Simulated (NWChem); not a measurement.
System: SrO; SMILES [Sr]=[O]

Program: NWChem. def2 effective core potentials on Sr; no spin-orbit coupling. The level has its own optimisation.

### Question
Estimate the computed values for PBE0/def2-SVP. Quantities: r O–Sr (Å); dipole (D).

### Answer
```
Quantity    Result
----------  ------
r O–Sr (Å)   1.952
dipole (D)    8.65
```
